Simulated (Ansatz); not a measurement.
Coupled-cluster diagnostics for W(NH)2(OH)2 (WN2O2H4), Ansatz.

Geometry of the singlet (PBE-D4/def2-SVP):

```xyz
9

N    -1.420   -0.714   -0.597
N     1.137    0.647   -1.083
O     0.968   -1.364    1.094
O    -0.575    1.457    1.241
W     0.022    0.005    0.131
H    -2.053   -0.989   -1.353
H     1.485    0.853   -2.022
H     0.511   -2.189    1.334
H    -0.074    2.293    1.254
```

In the def2 sets W takes a core potential; there is no spin–orbit coupling. Correlated methods freeze 4 core orbitals; core or outer-core shells of W are correlated, in sets that lack core-valence functions. Another isomer (singlet) lies 1.21 eV lower at PBE0-D4/def2-TZVP; other spin states weren't run for this one.

**Question.** Estimate the CCSD(T) correlation energy, the shares of MP2 and (T), T1 and the reference's ⟨S²⟩ for: charge 0, singlet, own geometry in def2-SVP; and the rough time on 2 threads of AMD EPYC 7R43 on a shared host.

**Answer.** 
| state | basis | correlation (eV) | MP2 share (%) | (T) share (%) | T1 | ⟨S²⟩ (pure) | wall time |
| --- | --- | --- | --- | --- | --- | --- | --- |
| charge 0, singlet, own geometry | def2-SVP | -30.539 | 99.0 | 4.5 | 0.021 | 0.00 (0.00) | 20 s |
Customary marks for T1 are 0.02 (closed shells), 0.045 (open shells) and about 0.05 (3d metals). T1 exceeds 0.02 in 1 of 1 rows and 0.045 in 0; the higher it lies, the less the single-reference result can be trusted.
